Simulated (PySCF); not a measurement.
## Dipole response of Ag²⁺ (silver, charge +2)

[Kr] 4d9, 2D determinant. Calculation: PySCF 2.14, in aug-cc-pVTZ-PP with ECP28MDF (6s6p5d3f2g, 88 functions); scalar relativity through the core potential. Coupled (time-dependent) response in atomic units; α is the mean over directions.

| method | mean α (bohr³) | α xx, yy, zz | C₆ (like pair) | S(−4) |
| --- | --- | --- | --- | --- |
| UHF | 5.422 | 5.289, 5.289, 5.688 | 27.58 | 5.927 |
| PBE | 6.239 | 6.102, 6.102, 6.512 | 32.42 | 9.271 |
| PBE0 | 5.963 | 5.826, 5.826, 6.235 | 30.81 | 7.976 |
| PW91 | 6.231 | 6.094, 6.094, 6.505 | 32.37 | 9.260 |

S(−4) is the Cauchy moment in α(ω) = α(0) + S(−4) ω² + …

Spin-orbit coupling is absent.

α(iu) at PBE0:

```tsv
u (hartree)	α(iu) (bohr³)
0	5.963
0.0500	5.943
0.100	5.885
0.200	5.672
0.300	5.372
0.500	4.693
0.750	3.915
1.00	3.279
1.50	2.356
2.00	1.750
3.00	1.052
5.00	0.4823
```

A single London oscillator, α(iu) = α/(1 + u²/ω²), gives C₆ = (3/4) ω α². Matching the computed C₆ needs ω = 4 × 30.81 / (3 × 5.963²) = 1.16 hartree.

For an ion, C₆ is the dispersion term alone; charge-induced terms of lower order in 1/R come first.

The components differ because the open shell of this determinant is not spherical; for a pure term their mean is the scalar polarisability.

Energies and moments cover only the electrons outside the core potential.
